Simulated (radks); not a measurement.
Ru+, 43 electrons, occupied as [Kr] 4d6 5p1 (not the ground configuration). Method: scalar-relativistic Kohn-Sham, r2SCAN, spin-polarised, spherical densities, finite nucleus; open shells are filled with parallel spins first (spin-orbit coupling, left out, can overturn this in heavy ions); meta-GGA in the generalised Kohn-Sham scheme; Fermi nuclear charge, rms radius 4.4809 fm; computed with a radial shooting solver on a logarithmic mesh with Libxc functionals.

Normalised radial functions P(r) = r R(r), r in bohr:

```
   r/bohr * 4d down, o 5p up (the largest magnitude, 0.829, reaches the edge; | marks zero, & curves that meet)
 0.002769                             &
 0.003723                             &
 0.005006                             &
  0.00673                             &
 0.009121                             &
  0.01226                             &
  0.01649                             *o
  0.02217                             *o
   0.0298                             * o
  0.04007                             |*o
  0.05387                             | *o
  0.07242                             |  &
  0.09737                             |  o *
   0.1309                             |o      *
    0.176                           o |           *
   0.2366                         o   |             *
   0.3207                        o    |           *
   0.4312                           o |   *
   0.5797                     *       |   o
   0.7794         *                   |       o
    1.048  *                          |      o
    1.409   *                        o|
    1.894         *        o          |
    2.547           o    *            |
    3.424          o            *     |
    4.603               o           * |
    6.189                      o     *|
    8.321                           o *
    11.19                             &
```

4d down: eigenvalue -14.144 eV, 1 radial node at r = 0.483 bohr, <r> = 1.56 bohr, 90 % of the charge inside 2.51 bohr. 5p up: eigenvalue -8.058 eV, 3 radial nodes at r = 0.150, 0.475, 1.38 bohr, <r> = 3.62 bohr, 90 % of the charge inside 5.35 bohr.
